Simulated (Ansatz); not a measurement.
C2H6Sn⁺, that is SnMe2 with one electron fewer. Charge 1, multiplicity 2. Geometry PBE0-D4/def2-TZVP, that of the neutral singlet; atoms count from 1.

```xyz
9

Sn   -0.098   -0.749   -1.329
C    -0.593    1.292   -0.709
H     0.313    1.786   -0.340
H    -1.303    1.260    0.124
H    -1.017    1.889   -1.516
C     0.591   -1.312    0.673
H    -0.240   -1.213    1.379
H     1.375   -0.621    1.000
H     0.973   -2.332    0.718
```

In the def2 sets Sn takes a core potential; there is no spin–orbit coupling.

Estimate the Mulliken populations from the PBE0/def2-TZVP orbitals of Ansatz.


```json
{"atom": "Sn1", "charge (e)": "0.93", "spin (α − β)": "0.55"}
{"atom": "C2", "charge (e)": "-0.57", "spin (α − β)": "0.22"}
{"atom": "H3", "charge (e)": "0.20", "spin (α − β)": "0.01"}
{"atom": "H4", "charge (e)": "0.20", "spin (α − β)": "0.01"}
{"atom": "H5", "charge (e)": "0.20", "spin (α − β)": "-0.01"}
{"atom": "C6", "charge (e)": "-0.57", "spin (α − β)": "0.22"}
{"atom": "H7", "charge (e)": "0.20", "spin (α − β)": "0.01"}
{"atom": "H8", "charge (e)": "0.20", "spin (α − β)": "0.01"}
{"atom": "H9", "charge (e)": "0.20", "spin (α − β)": "-0.01"}
```
Mulliken values depend strongly on the basis.

Where does the spin sit?

Summed by element: Sn 0.55, C 0.43, H 0.01, of 1 unpaired in all. Largest on single atoms: Sn1 0.55, C2 0.22, C6 0.22.

And the Mayer bond orders between heavy atoms (over 0.3)?

Sn1–C2 0.95 (2.19 Å); Sn1–C6 0.95 (2.19 Å).
